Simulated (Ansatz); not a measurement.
`O[Si](O)(O)F` + HCl → `O[Si](O)(F)Cl` + H₂O  (ligand exchange at the Si–O bond)

Isolated molecules relaxed with PBE0-D4/def2-TZVP in Ansatz; ΔE leaves out vibrations. CCSD(T)/CBS is the MP2 limit (def2-TZVPP, def2-QZVPP) plus CCSD(T) − MP2 in def2-TZVPP, frozen cores. This one scheme is used for every species. Functionals use def2-TZVPP. B3LYP here is the variant with VWN-RPA as its local correlation; programs differ in this. Each species was taken in one conformer, which may not be the lowest.

| level | ΔE (kcal/mol) |
| --- | --- |
| PBE-D4 | 1.9 |
| B3LYP-D4 | 3.9 |
| B2PLYP | 4.5 |
| PBE | 2.3 |

Task: What does CCSD(T)/CBS give? (Best estimate.)

Result: The calculation gave: +3.4 kcal/mol. The listed levels differ from it by -1.5, 0.5, 1.1, -1.1 kcal/mol.

Largest T1 diagnostic among the species: 0.011.

The D4 term adds −0.8 kcal/mol with B3LYP and −0.4 kcal/mol with PBE0; it sums over pairs of atoms, weighted by their polarisabilities, and B3LYP, whose exchange is more repulsive, gets the larger term. In def2-TZVPP, CCSD(T) changes the Hartree–Fock value by −1.6 kcal/mol (the triples alone add −0.5 kcal/mol) and MP2 by −2.7 kcal/mol.
